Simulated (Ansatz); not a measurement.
Cost and result for the atomization energy of C2H6ClInO (`C[O][In]([CH3])[Cl]`) (11 atoms, 10 bonds).

Z-matrix (Å, degrees):
```
C
O 1 1.405
H 1 1.097 2 109.9
H 1 1.097 2 109.8 3 -118.5
H 1 1.097 2 113.5 3 120.8
In 2 1.969 1 124.4 3 -119.7
Cl 6 2.343 2 109.8 1 -0.3
C 6 2.121 2 126.2 1 179.8
H 8 1.089 6 109.0 2 123.7
H 8 1.090 6 108.9 2 -117.4
H 8 1.089 6 109.8 2 3.0
```

Total charge 0; spin multiplicity 1. Correlated methods include outer-core shells of In, which these sets cover unevenly. In takes the def2 core potential. The structure was optimised at the PBE0-D4/def2-TZVP level. It is one conformer, not always the lowest. Program: Ansatz. All runs use 4 threads of an Arm Neoverse V2 on a shared host. Times are those of one run each, without the atoms' runs, and a repeat can differ threefold. Electronic energies, without spin–orbit coupling; frozen cores. CCSD(T)/CBS adds CCSD(T) − MP2 in def2-TZVPP to the MP2 limit, and its time is that of the two runs behind it. T1 = 0.014. With those shells the extrapolation isn't a true limit. B3LYP takes the VWN-RPA correlation (the form of Gaussian; ORCA's B3LYP/G).

CCSD(T)/CBS is a level of theory with its own doubt, some kJ/mol a heavy atom from the limit and from the frozen cores, so smaller differences don't rank the functionals.

```tsv
level	functions	wall time
PBE-D4/def2-TZVPP (with forces)	269	2.6 s
PBE0-D4/def2-TZVPP	269	3.3 s
r2SCAN-D4/def2-TZVPP (with forces)	269	5 s
B3LYP-D4/def2-TZVPP (with forces)	269	5 s
B2PLYP/def2-TZVPP	269	6.5 s
ωB97X-V/def2-TZVPP	269	9 s
ωB97M-V/def2-TZVPP (with forces)	269	13 s
MP2/def2-QZVPP	503	23 s
CCSD(T)/def2-TZVPP	269	5.1 min
CCSD(T)/CBS(def2)	–	5.5 min
```

Problem. What atomization energy does each give, and how far from CCSD(T)/CBS? (Estimate.)

Solution. Ansatz gave: 
```json
{"level": "PBE-D4/def2-TZVPP (with forces)", "atomization (kJ/mol)": "3859.8", "difference from CCSD(T)/CBS": "41.2", "per bond": "4.1"}
{"level": "PBE0-D4/def2-TZVPP", "atomization (kJ/mol)": "3794.7", "difference from CCSD(T)/CBS": "-23.9", "per bond": "-2.4"}
{"level": "r2SCAN-D4/def2-TZVPP (with forces)", "atomization (kJ/mol)": "3811.9", "difference from CCSD(T)/CBS": "-6.7", "per bond": "-0.7"}
{"level": "B3LYP-D4/def2-TZVPP (with forces)", "atomization (kJ/mol)": "3774.0", "difference from CCSD(T)/CBS": "-44.6", "per bond": "-4.5"}
{"level": "B2PLYP/def2-TZVPP", "atomization (kJ/mol)": "3747.9", "difference from CCSD(T)/CBS": "-70.7", "per bond": "-7.1"}
{"level": "ωB97X-V/def2-TZVPP", "atomization (kJ/mol)": "3812.6", "difference from CCSD(T)/CBS": "-6.0", "per bond": "-0.6"}
{"level": "ωB97M-V/def2-TZVPP (with forces)", "atomization (kJ/mol)": "3808.6", "difference from CCSD(T)/CBS": "-10.0", "per bond": "-1.0"}
{"level": "MP2/def2-QZVPP", "atomization (kJ/mol)": "3833.5", "difference from CCSD(T)/CBS": "14.9", "per bond": "1.5"}
{"level": "CCSD(T)/def2-TZVPP", "atomization (kJ/mol)": "3715.5", "difference from CCSD(T)/CBS": "-103.1", "per bond": "-10.3"}
{"level": "CCSD(T)/CBS(def2)", "atomization (kJ/mol)": "3818.6", "difference from CCSD(T)/CBS": "0.0", "per bond": "0.0"}
```

In def2-TZVPP, CCSD(T) changes the Hartree–Fock value by +958.5 kJ/mol (the triples alone add +60.0 kJ/mol) and MP2 by +1015.2 kJ/mol; breaking electron pairs costs correlation energy, which Hartree–Fock lacks. The D4 term adds +34.0 kJ/mol with B3LYP and +18.1 kJ/mol with PBE0; it sums over pairs of atoms, weighted by their polarisabilities, and B3LYP, whose exchange is more repulsive, gets the larger term. From PBE to PBE0 (25 % exact exchange), in def2-TZVPP and without D4, the atomization energy moves by −62.2 kJ/mol: exact exchange takes away binding that semilocal exchange gives to molecules.

Spin–orbit coupling would lower the free In atoms strongly, and the atomization energy with them, by more than many differences here.
